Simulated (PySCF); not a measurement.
Coordinates in bohr (charge 0 multiplicity 1):
```
I     0.0000    0.7866   -0.2936
S     0.0000   -3.2877    1.0971
H     3.2651    0.9227    0.3235
H     0.0000    3.4011    1.5144
H    -3.2651    0.9227    0.3235
```

Computed with PBE0/[I def2-TZVP with ECP28, S def2-TZVP, H def2-TZVP], scalar-relativistic core potentials, density fitting, no spin–orbit coupling, PySCF.

This geometry of H3IS is a stationary point at this level.

What is the point group?

Cs.

Is it a minimum?

Yes: all harmonic wavenumbers are real.

List the harmonic modes with their infrared intensities.


```csv
symmetry,ω (cm⁻¹),IR (km/mol)
a',351,16.8
a',433,16.3
a'',665,2.2
a',832,88.9
a',951,86.3
a'',1148,25.8
a'',1606,841
a',1735,19.8
a',1928,179
```

Give the atomic charges and bond orders.


| atom | Mulliken | Löwdin | polar tensor | Mayer order to I1 |
| --- | --- | --- | --- | --- |
| I1 | 0.42 | 0.49 | 1.27 | – |
| S2 | -0.45 | -0.36 | -0.47 | 1.38 |
| H3,5 | -0.03 | -0.07 | -0.34 | 0.76 |
| H4 | 0.09 | 0.01 | -0.13 | 0.79 |

This need not be the most stable arrangement of these atoms.
